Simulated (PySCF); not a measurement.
Compound: C5H9PS.
SMILES: `CP1(=S)CC=CC1`

The closed-shell ground state was solved at several levels (PySCF, density fitting, gas phase, non-relativistic). Geometry: PBE0-D3(BJ)/def2-SVP, one conformer, isolated molecule.

```csv
level,basis functions,HOMO (eV),LUMO (eV),gap (eV),dipole (D)
PBE0/pcSseg-1,178,-6.39,-0.29,6.10,4.76
PBE/pcSseg-1,178,-5.24,-1.28,3.96,4.50
```

Task: What might CAM-B3LYP/def2-SVPD (223 basis functions) give for the same quantities?

Result: HOMO -7.65 eV, LUMO 0.77 eV, gap 8.42 eV, dipole 5.00 D.

Task: Over all these levels, which gives the widest orbital gap and which the narrowest?

Result: CAM-B3LYP/def2-SVPD (range-separated hybrid) has the widest, 8.42 eV, and PBE/pcSseg-1 (GGA) the narrowest, 3.96 eV. Functional and basis both differ between the two, so the spread mixes both effects.

Task: How far do the dipole and the HOMO energy spread over the levels?

Result: The dipole runs from 4.50 to 5.00 D (mean 4.75 D) and the HOMO from -7.65 to -5.24 eV.
